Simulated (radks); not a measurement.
Question: Neutral beryllium, [He] 2s2. Method: non-relativistic Kohn-Sham, PBE, spin-polarised, spherical densities, point nucleus; computed with a radial shooting solver on a logarithmic mesh with Libxc functionals. Every spin shell is full or empty, so the densities are truly spherical. Functionals are evaluated on that one density, not self-consistently. Rank these orbital-free kinetic functionals by their error against the exact value of the orbitals, and give that value: Thomas-Fermi, TF + vW, TF + vW/9, TF + vW/5, LC94, APBEK, revAPBEK, Perdew 92, Pearson, LKT, Ernzerhof.

Answer: Exact: 14.5583 hartree. From best to worst, with 100 (|E| - |E exact|)/|E exact| (equal figures are ties): LC94 +0.14, APBEK +0.14, TF + vW/9 +0.18, Perdew 92 +0.20, revAPBEK +0.97, Ernzerhof +2.29, Pearson -4.16, TF + vW/5 +8.49, Thomas-Fermi -10.21, LKT +54.36, TF + vW +83.33.
